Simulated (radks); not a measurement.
Problem. The silicon ion Si3+, [Ne] 3s1. Method: non-relativistic Kohn-Sham, exchange-only LDA, spin-polarised, spherical densities, point nucleus; computed with a radial shooting solver on a logarithmic mesh with Libxc functionals. Every spin shell is full or empty, so the densities are truly spherical. Functionals are evaluated on that one density, not self-consistently. Rank these orbital-free kinetic functionals by their error against the exact value of the orbitals, and give that value: Thomas-Fermi, von Weizsacker, TF + vW, TF + vW/5, LC94, APBEK, revAPBEK, Perdew 92.

Solution. Exact: 285.174 hartree. From best to worst, with 100 (|E| - |E exact|)/|E exact| (equal figures are ties): LC94 +0.17, APBEK +0.30, Perdew 92 -0.46, revAPBEK +0.69, TF + vW/5 +5.19, Thomas-Fermi -7.56, von Weizsacker -36.25, TF + vW +56.19.
